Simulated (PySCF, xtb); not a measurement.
C2H4FNOSi, SMILES N#C[C@@H](F)[SiH2]O. Other conformers were not sampled.

Harmonic wavenumbers (cm⁻¹) from GFN2-xTB run with xtb 6.7.1 at its own minimum, in rising order: 43, 110, 169, 231, 266, 289, 439, 502, 573, 589, 674, 731, 747, 771, 929, 968, 1040, 1098, 1245, 2322, 2380, 2395, 2908, 3631.

What does ωB97X-D3(BJ)/def2-SVP run with PySCF give at its own minimum? (An estimate is asked for; the answer gives what the named calculation found.)

63, 97, 174, 241, 258, 297, 462, 540, 617, 694, 785, 843, 896, 923, 968, 1000, 1105, 1199, 1336, 2284, 2319, 2426, 3108, 3931. Paired by order, the mean absolute difference is 73 cm⁻¹ and the zero-point energies are 35.8 and 38.0 kcal/mol.
